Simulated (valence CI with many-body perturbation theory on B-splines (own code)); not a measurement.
# In⁹⁺: calculated level list

Method: valence CI with perturbative core correlation (CI+MBPT): four valence electrons over a frozen Dirac-Fock core [Kr], a basis of 7 s, 7 p, 8 d, 6 f, 4 g, 1 h functions for each j, with the one-electron correlation potential Σ1, the two-electron term Σ2, the three-electron term Σ3, Breit, model QED; selected CI, second order for the rest, scaled by the run's own slope (own B-spline code, finite nucleus).

No measured levels were compared; by estimate terms of the open shell hold to 2 to 4 % of their energy, and close levels can change places. Only levels of the ground parity were solved; by the run's estimate the other parity begins above the list, which can be wrong where configurations are misplaced.

Levels 1 to 32 of 32, with energies above the lowest level, 4d4 5D_0. "Leading %" is the weight of the configuration and term that name the level; weights of strongly mixed levels are sums over their largest components and can fall short, so below about 35 % the name and the second component can differ from the true leading terms, or belong to a minority configuration. In the jj column 3d3/2^4 stands for four electrons in 3d with j = 3/2. Lifetimes count E1, E2, E3, M1 and M2 decay at the calculated energies, and are blank where another channel may lead or the interval is too uncertain; long ones can be off by a factor of two.

```
No.  Configuration  Term  J  E (cm⁻¹)  Leading %  Second component  Lifetime              Leading jj
  1            4d4    5D  0       0.0         86       12 % 4d4 3P                    4d3/2^4 (51 %)
  2            4d4    5D  1      2304         93        6 % 4d4 3P    1.66 s    4d3/2^3 4d5/2 (72 %)
  3            4d4    5D  2      5189         96                      778 ms  4d3/2^2 4d5/2^2 (65 %)
  4            4d4    5D  3      8140         96                      874 ms  4d3/2^2 4d5/2^2 (52 %)
  5            4d4    5D  4     11015         91        8 % 4d4 3F    1.63 s  4d3/2^2 4d5/2^2 (41 %)
  6            4d4    3P  0     25132         76       13 % 4d4 5D   10.7 ms  4d3/2^2 4d5/2^2 (45 %)
  7            4d4    3H  4     26463         66       15 % 4d4 3G    132 ms    4d3/2^3 4d5/2 (65 %)
  8            4d4    3H  5     30849         82       17 % 4d4 3G    433 ms  4d3/2^2 4d5/2^2 (95 %)
  9            4d4    3G  3     31639         61       34 % 4d4 3F   41.8 ms  4d3/2^2 4d5/2^2 (54 %)
 10            4d4    3P  1     32409         88        6 % 4d4 3D   14.3 ms  4d3/2^2 4d5/2^2 (52 %)
 11            4d4    3H  6     33396         86       14 % 4d4 1I    3.74 s  4d3/2^2 4d5/2^2 (76 %)
 12            4d4    3F  2     33433         86        8 % 4d4 1D   33.1 ms  4d3/2^2 4d5/2^2 (52 %)
 13            4d4    3F  4     35920         39       30 % 4d4 3G   27.9 ms    4d3/2 4d5/2^3 (46 %)
 14            4d4    3G  4     39368         44       27 % 4d4 3F   47.1 ms  4d3/2^2 4d5/2^2 (77 %)
 15            4d4    3P  2     39543         64       33 % 4d4 3D   50.0 ms  4d3/2^2 4d5/2^2 (65 %)
 16            4d4    3F  3     40396         64       32 % 4d4 3G   29.9 ms    4d3/2 4d5/2^3 (66 %)
 17            4d4    3G  5     43094         82       17 % 4d4 3H   65.1 ms    4d3/2 4d5/2^3 (95 %)
 18            4d4    3D  3     44360         87        5 % 4d4 1F   25.1 ms  4d3/2^2 4d5/2^2 (40 %)
 19            4d4    3D  2     47082         45       29 % 4d4 3P   15.8 ms    4d3/2 4d5/2^3 (49 %)
 20            4d4    1I  6     47156         86       14 % 4d4 3H   48.0 ms    4d3/2 4d5/2^3 (76 %)
 21            4d4    3D  1     48120         92        6 % 4d4 3P   15.4 ms    4d3/2 4d5/2^3 (67 %)
 22            4d4    1G  4     53318         63       21 % 4d4 3F   16.4 ms          4d5/2^4 (51 %)
 23            4d4    1S  0     56332         84       15 % 4d4 3P   11.4 ms    4d3/2 4d5/2^3 (73 %)
 24            4d4    1D  2     58683         60       14 % 4d4 3P   14.9 ms  4d3/2^2 4d5/2^2 (54 %)
 25            4d4    1F  3     62003         78        9 % 4d4 3F   20.7 ms    4d3/2 4d5/2^3 (66 %)
 26            4d4    3P  2     69913         84        7 % 4d4 3F   17.2 ms  4d3/2^2 4d5/2^2 (53 %)
 27            4d4    3F  4     72169         87       10 % 4d4 1G   10.3 ms  4d3/2^2 4d5/2^2 (70 %)
 28            4d4    3F  2     73458         83        9 % 4d4 1D   11.6 ms  4d3/2^2 4d5/2^2 (44 %)
 29            4d4    3F  3     74747         85       13 % 4d4 1F   19.9 ms    4d3/2 4d5/2^3 (92 %)
 30            4d4    3P  1     76149         98                     11.2 ms    4d3/2 4d5/2^3 (88 %)
 31            4d4    3P  0     79407         93        5 % 4d4 1S   14.7 ms          4d5/2^4 (56 %)
 32            4d4    1G  4     82008         89        9 % 4d4 3F   10.8 ms    4d3/2 4d5/2^3 (76 %)
```

Names give the largest LS component (configuration and term), which can be under half, so a name can repeat, a term be missing and a line seem to break the LS rules; names also repeat where a configuration has a term twice.

The ionisation energy to 4d3 4F_3/2 of the next ion comes out as 178.9 eV (NIST: 178 ± 2.2 eV (theoretical)). All 32 levels together are meant to be complete up to 82609 cm⁻¹.
